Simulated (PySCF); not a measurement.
## Simulated absorption spectrum

Species: (HBe-mu-H)2.
Hydrogens: H2, H3, H6 on Be1; H3, H5, H6 on Be4.

Theory: TDDFT B3LYP/def2-SVPD, vertical, gas phase, core orbitals frozen in the response in PySCF 2.14.0, density-fitted response routines. Isolated species at its PBE0-D3(BJ)/def2-SVP geometry, gas phase.

Computed states:

```
state  E (eV)       f
   S1    4.77   0.037
   S2    5.19  0.0000
   S3    5.63  0.0000
   S4    7.44  0.0000
   S5    7.90  0.0000
   S6    7.99   0.172
   S7    8.30   0.146
   S8    8.50   0.038
   S9    8.65  0.0001
  S10    8.65   0.491
```

Broadening: Gaussians 0.4 eV wide at half height, area fixed by f = 4.319×10⁻⁹ ∫ε dν̃. The cross-section is σ = 3.8235×10⁻²¹ ε cm², given in Mb (10⁻¹⁸ cm²). The width is an assumption, not a result. The curve ends short of the highest state used, and states not computed would add to its high-energy end.

Problem. What does the envelope look like, and where are its maxima?

Solution. 
| E (eV) | σ (Mb) |
| --- | --- |
| 4.17 | 0.02 |
| 4.26 | 0.10 |
| 4.35 | 0.44 |
| 4.44 | 1.43 |
| 4.53 | 3.50 |
| 4.62 | 6.45 |
| 4.71 | 8.98 |
| 4.80 | 9.44 |
| 4.89 | 7.50 |
| 4.98 | 4.50 |
| 5.07 | 2.04 |
| 5.16 | 0.70 |
| 5.25 | 0.18 |
| 5.34 | 0.04 |
| 5.43 | 0.01 |
| 5.53 | 0.00 |
| 5.62 | 0.00 |
| 5.71 | 0.00 |
| 5.80 | 0.00 |
| 5.89 | 0.00 |
| 5.98 | 0.00 |
| 6.07 | 0.00 |
| 6.16 | 0.00 |
| 6.25 | 0.00 |
| 6.34 | 0.00 |
| 6.43 | 0.00 |
| 6.52 | 0.00 |
| 6.61 | 0.00 |
| 6.70 | 0.00 |
| 6.79 | 0.00 |
| 6.88 | 0.00 |
| 6.97 | 0.00 |
| 7.06 | 0.00 |
| 7.15 | 0.00 |
| 7.24 | 0.00 |
| 7.33 | 0.02 |
| 7.42 | 0.15 |
| 7.51 | 0.76 |
| 7.60 | 3.01 |
| 7.69 | 8.98 |
| 7.78 | 20.40 |
| 7.87 | 35.62 |
| 7.96 | 48.96 |
| 8.05 | 55.88 |

Maxima: 260 nm (4.77 eV), ε about 2500, made up of S1 (100%) (ε in L mol⁻¹ cm⁻¹; maxima over ε = 5, shares over 10%). At its high-energy end, 8.05 eV, the curve is still rising (ε about 15000, from S6 and S7).

Problem. On this curve, what absorbance would a 10⁻⁴ mol/L sample give at 280 nm over a 1 cm path?

Solution. 280 nm is 4.428 eV, where ε is about 330 L mol⁻¹ cm⁻¹, so A = ε c l ≈ 0.033 (Beer–Lambert, with the gas-phase spectrum and the assumed width).

Problem. What would ε be at 4.77 eV, the highest of these maxima, with half the width (0.2 eV)?

Solution. About 5010 L mol⁻¹ cm⁻¹ against 2500, a factor of about 2.00; a lone state at its own centre would give exactly 2.

Problem. Coming from long wavelengths, where does ε first pass 100 L mol⁻¹ cm⁻¹?

Solution. At about 286 nm (4.34 eV), 0.43 eV below S1.

Time: 2.1 s. Hardware: Arm Neoverse N1, one thread, no GPU (shared host).
